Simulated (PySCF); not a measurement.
Compound: C₅H₈O₂.
SMILES with atom numbers: `[CH2:1]1[O:2][CH2:3][C:4]12[CH2:5][O:6][CH2:7]2` (hydrogens: H8, H9 on C1; H10, H11 on C3; H12, H13 on C5; H14, H15 on C7)

The same species was optimised twice, with GFN2-xTB and with PBE0-D3(BJ)/def2-SVP (PySCF), and the same property calculations (PySCF, gas phase) were run on both structures.

```json
{"coordinate": "C5–O6 (Å)", "GFN2-xTB": "1.429", "PBE0-D3(BJ)/def2-SVP": "1.423", "change": "-0.006"}
{"coordinate": "C1–O2 (Å)", "GFN2-xTB": "1.429", "PBE0-D3(BJ)/def2-SVP": "1.423", "change": "-0.006"}
{"coordinate": "O2–C3 (Å)", "GFN2-xTB": "1.429", "PBE0-D3(BJ)/def2-SVP": "1.423", "change": "-0.006"}
{"coordinate": "O6–C7 (Å)", "GFN2-xTB": "1.429", "PBE0-D3(BJ)/def2-SVP": "1.423", "change": "-0.006"}
{"coordinate": "C3–C4 (Å)", "GFN2-xTB": "1.528", "PBE0-D3(BJ)/def2-SVP": "1.529", "change": "+0.001"}
{"coordinate": "C1–C4 (Å)", "GFN2-xTB": "1.529", "PBE0-D3(BJ)/def2-SVP": "1.530", "change": "+0.001"}
{"coordinate": "C4–C5 (Å)", "GFN2-xTB": "1.529", "PBE0-D3(BJ)/def2-SVP": "1.530", "change": "+0.001"}
{"coordinate": "C4–C7 (Å)", "GFN2-xTB": "1.528", "PBE0-D3(BJ)/def2-SVP": "1.529", "change": "+0.001"}
{"coordinate": "C1–C4–C3 (°)", "GFN2-xTB": "84.9", "PBE0-D3(BJ)/def2-SVP": "83.9", "change": "-1.0"}
{"coordinate": "C5–C4–C7 (°)", "GFN2-xTB": "84.9", "PBE0-D3(BJ)/def2-SVP": "83.9", "change": "-1.0"}
{"coordinate": "C4–C5–O6 (°)", "GFN2-xTB": "91.3", "PBE0-D3(BJ)/def2-SVP": "92.2", "change": "+0.9"}
{"coordinate": "C4–C7–O6 (°)", "GFN2-xTB": "91.3", "PBE0-D3(BJ)/def2-SVP": "92.2", "change": "+0.9"}
{"coordinate": "O2–C1–C4 (°)", "GFN2-xTB": "91.3", "PBE0-D3(BJ)/def2-SVP": "92.2", "change": "+0.9"}
{"coordinate": "O2–C3–C4 (°)", "GFN2-xTB": "91.3", "PBE0-D3(BJ)/def2-SVP": "92.2", "change": "+0.9"}
{"coordinate": "C5–O6–C7 (°)", "GFN2-xTB": "92.5", "PBE0-D3(BJ)/def2-SVP": "91.8", "change": "-0.7"}
{"coordinate": "C1–O2–C3 (°)", "GFN2-xTB": "92.5", "PBE0-D3(BJ)/def2-SVP": "91.8", "change": "-0.7"}
```

Rotational constants: A = 6340, B = 1978, C = 1978 MHz (GFN2-xTB) against A = 6397, B = 1960, C = 1960 MHz (PBE0-D3(BJ)/def2-SVP). Point groups within 0.08 Å: D2d and D2d.

On the GFN2-xTB structure: lowest singlet, TDDFT (eV) 6.64 [PBE0/def2-SVPD]; lowest triplet, Tamm–Dancoff (eV) 6.35 [PBE0/def2-SVPD]; isotropic polarisability (au) 61.9 [PBE0/def2-SVPD]; HOMO (eV) -7.52 [PBE0/def2-SVPD]; LUMO (eV) 0.54 [PBE0/def2-SVPD]; HOMO (eV) -7.38 [PBE0/pcSseg-1]; LUMO (eV) 1.12 [PBE0/pcSseg-1]; GIAO shielding of C1/C3/C5/C7 (mean) (ppm) 104.0 [PBE0/pcSseg-1]; GIAO shielding of O2/O6 (mean) (ppm) 337.0 [PBE0/pcSseg-1]; GIAO shielding of C4 (ppm) 142.2 [PBE0/pcSseg-1].

What do these properties become on the PBE0-D3(BJ)/def2-SVP structure?

```
                                    property           level  on GFN2-xTB  on PBE0-D3(BJ)/def2-SVP  change
                  lowest singlet, TDDFT (eV)  PBE0/def2-SVPD         6.64                     6.69   +0.05
           lowest triplet, Tamm–Dancoff (eV)  PBE0/def2-SVPD         6.35                     6.42   +0.07
               isotropic polarisability (au)  PBE0/def2-SVPD         61.9                     62.7    +0.8
                                   HOMO (eV)  PBE0/def2-SVPD        -7.52                    -7.52    0.00
                                   LUMO (eV)  PBE0/def2-SVPD         0.54                     0.52   -0.02
energy, GFN2-xTB geometry as zero (kcal/mol)  PBE0/def2-SVPD          0.0                     -0.3    -0.3
                                   HOMO (eV)   PBE0/pcSseg-1        -7.38                    -7.40   -0.02
                                   LUMO (eV)   PBE0/pcSseg-1         1.12                     1.08   -0.04
energy, GFN2-xTB geometry as zero (kcal/mol)   PBE0/pcSseg-1          0.0                     -0.2    -0.2
  GIAO shielding of C1/C3/C5/C7 (mean) (ppm)   PBE0/pcSseg-1        104.0                    102.6    -1.4
        GIAO shielding of O2/O6 (mean) (ppm)   PBE0/pcSseg-1        337.0                    336.5    -0.5
                  GIAO shielding of C4 (ppm)   PBE0/pcSseg-1        142.2                    142.8    +0.6
```

The heavy atoms differ by 0.012 Å rms after alignment. Among bonds between heavy atoms C1–O2, O2–C3, C5–O6 and O6–C7 change most and about equally (-0.006 Å). Changes are differences of the printed values. Neither structure is proved a minimum here.
